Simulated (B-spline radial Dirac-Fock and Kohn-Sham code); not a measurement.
# I⁴⁷⁺: eigenvalues, ΔSCF and the reference

System: iodine as I⁴⁷⁺, 1s2 2s2 2p2.

The density-functional columns are spherical, spin-unpolarised Dirac-Kohn-Sham results without Breit or QED terms: −ε is minus the orbital energy of the initial state and ΔSCF the difference of two total energies. The reference in the last column comes from Dirac-Fock energy differences between relaxed states, corrected for Breit and QED terms. All numbers are from a radial B-spline solver, in eV; a selection of levels is shown. For the 1s level of heavy atoms much of the gap between ΔSCF and the reference is the Breit and QED part, -105.5 eV here; for other levels the error of the functional can be larger.

| level | LDA −ε | LDA ΔSCF | Dirac-Fock |
| --- | --- | --- | --- |
| 1s | 37130.5 | 37547.5 | 37432.8 |
| 2s | 8680.3 | 8782.8 | 8769.9 |
| 2p | 8279.3 | 8398.8 | 8397.3 |

Values without a named source are computed, but for edge energies of neutral atoms, which are taken from tables.
